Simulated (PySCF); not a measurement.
V⁺ (vanadium, charge +1): UHF calculation

Configuration: [Ar] 3d3 4s1, high-spin 5F determinant (an excited configuration). Calculation: PySCF 2.14, in x2c-TZVPPall (6s5p4d2f1g, 64 functions); scalar relativity by spin-free X2C-1e.

```json
{
 "Total energy": "-947.923335 hartree",
 "One-electron energy": "-1295.0423 hartree",
 "Hartree (Coulomb) energy": "391.6237 hartree",
 "Exchange energy": "-44.5047 hartree",
 "⟨S²⟩": "6.0023",
 "⟨L²⟩": "12.032",
 "Sum of ⟨r⟩": "17.50 bohr",
 "Sum of ⟨r²⟩": "27.98 bohr²",
 "Langevin diamagnetic susceptibility": "-22.2 ×10⁻⁶ cm³/mol"
}
```

```
shell  electrons  mean orbital energy (hartree)  rms radius, mean of both spins (bohr)
 1s α          1                     -203.14897                                 0.0768
 1s β          1                     -203.14539                                 0.0768
 2s α          1                      -24.46212                                  0.332
 2s β          1                      -24.39844                                  0.332
 2p α          3                      -20.36602                                  0.303
 2p β          3                      -20.30502                                  0.303
 3s α          1                       -3.60827                                   1.02
 3s β          1                       -3.38481                                   1.02
 3p α          3                       -2.43089                                   1.11
 3p β          3                       -2.16659                                   1.11
 3d α          3                       -0.78216                                   1.49
 4s α          1                       -0.50426                                   3.33
```

Densities and radii are taken from the X2C orbitals without a picture-change correction, which distorts them close to the nucleus.

Spin-orbit constants ζ (cm⁻¹) from the X2C one-electron operator on these orbitals: bare nucleus, nucleus screened by l(l+1)(2l+1)/3 electrons, and screened by the Breit-Pauli mean field of the electrons.

```csv
shell,bare,screened nucleus,mean field
2p,40590,37060,35430
3p,4574,4176,3965
3d,352.1,199.0,172.5
```

To first order the Landé constant is A = 43.13 cm⁻¹, so the lowest level has J = 1 and lies 0.0428 eV below the centre of the term. This holds in LS coupling only.
